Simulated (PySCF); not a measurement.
An excited-state job on `O=CC1=N[Se]C=C1Cl`.

Computed with TDDFT B3LYP/def2-SVPD, vertical, gas phase, core orbitals frozen in the response (PySCF 2.14.0, density-fitted response routines). Geometry: GFN2-xTB. A driver script takes a list of jobs; this job's settings line and coordinates (Å) are shown.

Input:
```
{"job": {"kind": "uv", "xc": "B3LYP", "basis": "def2-SVPD", "nstates": 8, "ntriplets": 3}, "charge": 0, "multiplicity": 1}
O      2.820383    -0.688304    -0.041947
C      1.879741     0.054770    -0.017189
C      0.462081    -0.347501    -0.013098
N      0.131357    -1.616043    -0.038535
Se    -1.605388    -1.852337    -0.029315
C     -1.843490    -0.025732     0.013631
C     -0.621750     0.585187     0.016594
Cl    -0.417751     2.285743     0.049585
H      2.006719     1.154344     0.004995
H     -2.803019     0.454527     0.032751
```

Question: What does the run print?

Answer: 
```
coarse grid: 49616 points
cycle   1  E = -3144.5739466961  dE =  7.113e-01  |g| = 8.517e-01  |ddm| = 6.353e+00
cycle   2  E = -3141.9193319393  dE =  2.655e+00  |g| = 2.704e+00  |ddm| = 3.751e+00
cycle   3  E = -3144.6259015287  dE = -2.707e+00  |g| = 6.020e-01  |ddm| = 3.370e+00
cycle   4  E = -3144.7205380282  dE = -9.464e-02  |g| = 1.943e-01  |ddm| = 1.032e+00
cycle   5  E = -3144.7260234978  dE = -5.485e-03  |g| = 1.407e-01  |ddm| = 5.206e-01
cycle   6  E = -3144.7296516174  dE = -3.628e-03  |g| = 6.418e-02  |ddm| = 3.244e-01
cycle   7  E = -3144.7306783667  dE = -1.027e-03  |g| = 1.462e-02  |ddm| = 1.291e-01
cycle   8  E = -3144.7307268176  dE = -4.845e-05  |g| = 5.208e-03  |ddm| = 3.020e-02
cycle   9  E = -3144.7307331263  dE = -6.309e-06  |g| = 2.458e-03  |ddm| = 1.483e-02
final grid: 102600 points
cycle  10  E = -3144.7306976336  dE =  5.219e-06  |g| = 4.947e-03  |ddm| = 1.658e-02
cycle  11  E = -3144.7306723795  dE =  2.525e-05  |g| = 1.066e-02  |ddm| = 3.146e-02
cycle  12  E = -3144.7307044943  dE = -3.211e-05  |g| = 8.241e-04  |ddm| = 2.168e-02
cycle  13  E = -3144.7307046372  dE = -1.429e-07  |g| = 1.663e-04  |ddm| = 1.106e-03
cycle  14  E = -3144.7307046433  dE = -6.135e-09  |g| = 2.480e-05  |ddm| = 2.838e-04
cycle  15  E = -3144.7307046434  dE = -1.219e-10  |g| = 1.309e-05  |ddm| = 5.205e-05
converged SCF energy = -3144.7307046434

Static polarisability (au): isotropic 95.531, principal 57.047 102.802 126.744

Singlet excitations
state   eV       nm        f      main configurations
  1   3.2332    383.5   0.00007   H->L 0.94
  2   4.2060    294.8   0.07239   H-1->L 0.91
  3   4.4134    280.9   0.00139   H-3->L 0.96
  4   4.9847    248.7   0.09867   H-2->L 0.86
  5   5.1110    242.6   0.00014   H-1->L+1 0.98
  6   5.1467    240.9   0.00005   H->L+2 0.92
  7   5.4280    228.4   0.03238   H->L+1 0.88
  8   5.6768    218.4   0.00069   H-2->L+1 0.97

Triplet excitations (Tamm-Dancoff, eV): 2.7665 3.2830 3.4513
```

The SCF starts on a coarse grid where the log names one; the energy can jump when the final grid takes over, and dE then counts from the start density on the new grid. H and L stand for HOMO and LUMO; the number after each pair is its weight.

Question: Give S1 in cm⁻¹ and kJ/mol.

Answer: 3.2332 eV × 8065.54 = 26078 cm⁻¹; × 96.485 = 312.0 kJ/mol.

Main results: HOMO -7.47 eV, LUMO -2.83 eV; lowest singlet 3.23 eV; lowest triplet 2.77 eV (Tamm–Dancoff); mean polarisability 95.5 au.

 Relativistic effects, spin–orbit coupling among them, are left out although an element past zinc is present.

The run took 70 s wall on one thread of an Arm Neoverse N1, on a shared host.

One conformer stands for the species.
Labels such as C1 count atoms from 1, the log's own numbers from 0.
